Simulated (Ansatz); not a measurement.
Cartesian coordinates in Å:
```
N -1.2600 -0.5487 0.6019
C -0.3698 -0.3879 -0.4638
F 0.2558 -1.6081 -0.8663
Si 1.0719 0.7727 -0.0426
Cl 0.3788 2.6962 0.1267
H -0.8271 -0.8608 1.4591
H -2.0687 -1.1143 0.3853
H -0.9161 -0.0422 -1.3460
H 1.6461 0.3578 1.2609
H 2.0891 0.7353 -1.1151
```

The species carries charge 0 and has multiplicity 1.

**Question.** List the r2SCAN/def2-TZVPP orbital energies in eV (the Gaussian-basis code of Ansatz). (Best estimate.)

**Answer.** Ansatz gave: Occupied: -2753.37, -1792.02, -665.73, -385.74, -275.71, -254.77, -193.30, -193.17, -193.16, -142.40, -97.33, -97.23, -97.22, -31.07, -24.03, -21.55, -17.42, -14.39, -13.30, -12.97, -11.95, -10.86, -9.95, -9.71, -9.18, -8.59, -7.98, -7.46, -6.97. Lowest empty: -0.37, 0.30, 0.70, 1.26, 1.83, 2.03, 2.31, 3.32.
